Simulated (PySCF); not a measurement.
An equivalent PySCF input for Mn⁺ (manganese, charge +1), [Ar] 3d5 4s1, high-spin 7S determinant, with no relativity, point nucleus:

```python
from pyscf import gto, scf, dft, mp, cc
import basis_set_exchange as bse
mol = gto.M(atom="Mn 0 0 0", charge=1, spin=6, symmetry="D2h",
            basis=gto.basis.parse(bse.get_basis("def2-SVP", elements=["Mn"], fmt="nwchem", header=False)))
mf = dft.UKS(mol, xc="R2SCAN")
mf.irrep_nelec = {'Ag': (6, 3), 'B1g': (1, 0), 'B2g': (1, 0), 'B3g': (1, 0), 'B1u': (2, 2), 'B2u': (2, 2), 'B3u': (2, 2)}
mf.kernel()
```

It reaches the same state as the run whose output follows, with an energy that differs only through the grid. The run itself started from symmetry-adapted Hartree-Fock orbitals and held the occupation by maximum overlap, on a logarithmic radial grid, so the iterations belong to that start.

```
SCF conv_tol = 1e-09
number electrons alpha = 15  beta = 9
XC functionals = R2SCAN
    J. W. Furness, A. D. Kaplan, J. Ning, J. P. Perdew, and J. Sun.,  J. Phys. Chem. Lett. 11, 8208-8215 (2020)
    J. W. Furness, A. D. Kaplan, J. Ning, J. P. Perdew, and J. Sun.,  J. Phys. Chem. Lett. 11, 9248-9248 (2020)
    J. W. Furness, A. D. Kaplan, J. Ning, J. P. Perdew, and J. Sun.,  J. Phys. Chem. Lett. 11, 8208-8215 (2020)
    J. W. Furness, A. D. Kaplan, J. Ning, J. P. Perdew, and J. Sun.,  J. Phys. Chem. Lett. 11, 9248-9248 (2020)
cycle= 1 E= -1150.53703370191  delta_E= -0.00162  |g|= 0.0381  |ddm|= 0.209
cycle= 2 E= -1150.53730153318  delta_E= -0.000268  |g|= 0.0299  |ddm|= 0.0861
cycle= 3 E= -1150.53769407524  delta_E= -0.000393  |g|= 0.000578  |ddm|= 0.0229
cycle= 4 E= -1150.53769504674  delta_E= -9.71e-07  |g|= 5e-05  |ddm|= 0.00919
cycle= 5 E= -1150.5376950514  delta_E= -4.66e-09  |g|= 3.28e-06  |ddm|= 0.000703
cycle= 6 E= -1150.53769505143  delta_E= -2.91e-11  |g|= 1.13e-07  |ddm|= 5.15e-05
converged SCF energy = -1150.53769505143  <S^2> = 12.000048  2S+1 = 7.0000138
```
